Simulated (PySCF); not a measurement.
## Diatomic anions of Ca with group 14

PBE0 with double-zeta basis sets in PySCF, for the lowest determinant that a PBE0 search found; no spin–orbit coupling. De refers to high-spin ground-configuration atoms (the charge goes to the atom of lower measured ionisation energy or higher electron affinity, which is not always the lowest computed limit). A positive dipole points towards Ca; it is taken about the centre of mass and depends on that origin.

```tsv
M	basis	charged atom	state (unpaired electrons)	Re (Å)	ωe (cm⁻¹)	De (eV)	μ (D)
C	def2-SVPD	C−	quartet (σ ↑, π ↑↑)	2.371	416	n/a	-2.02
Si	def2-SVPD	Si−	quartet (σ ↑, π ↑↑)	2.918	224	n/a	-1.29
Sn	def2-SVPD	Sn−	quartet (σ ↑, π ↑↑)	3.162	148	1.40	-5.20
Pb	def2-SVPD	Pb−	quartet (σ ↑, π ↑↑)	3.213	135	1.37	-6.73
```

The shortest bond is that of CaC⁻ (2.371 Å), the longest that of CaPb⁻ (3.213 Å).

Down a group the atoms grow and get heavier, so bonds lengthen and wavenumbers fall; this series shows no clear exception.

These are scalar-relativistic numbers at best; spin–orbit coupling would shift them, the dissociation energy most. For an ion De counts to the pair picked by the measured ionisation energies or electron affinities, which need not be the lowest pair at this level. The highest Kohn–Sham level is positive in some of these anions. Much of that is self-interaction error, but it also means that the finite basis helps to hold the extra electron. States were picked by a PBE0 search and need not be the measured ground states.
